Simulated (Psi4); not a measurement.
C2H6Be (SMILES [CH3][Be][CH3]), singlet, geometry from GFN2-xTB (such geometries of metal compounds can be far from the true shape). Base run: CAM-B3LYP/6-31G (Psi4 1.11).

Input for Psi4:
```
memory 2 GB

molecule {
0 1
  Be    0.00743945    0.00179797   -0.02008394
  C     1.34325800    0.16961268   -1.09841030
  H     2.06285984   -0.64799185   -1.04315004
  H     1.93940669    1.06889496   -0.94047812
  H     1.05888718    0.21201450   -2.15043463
  C    -1.33744142   -0.18725458    1.04331116
  H    -1.90774025   -1.10115211    0.87291218
  H    -2.07641473    0.61189152    0.97592364
  H    -1.07164775   -0.22468519    2.10024171
}

set basis 6-31g

energy('cam-b3lyp')
print_variables()
```

The base run was repeated with changes; each row names its change, and settings that it needs were set with it.

```tsv
change	ΔE vs base (eV)	point group used	SCF cycles
base	0.00	c1	6
jitter_ang = 0.002	0.00	c1	6
molecule keys = symmetry c1	0.00	c1	6
molecule keys = symmetry c1, no_reorient, no_com	0.00	c1	6
molecule keys = no_reorient	0.00	c1	6
```
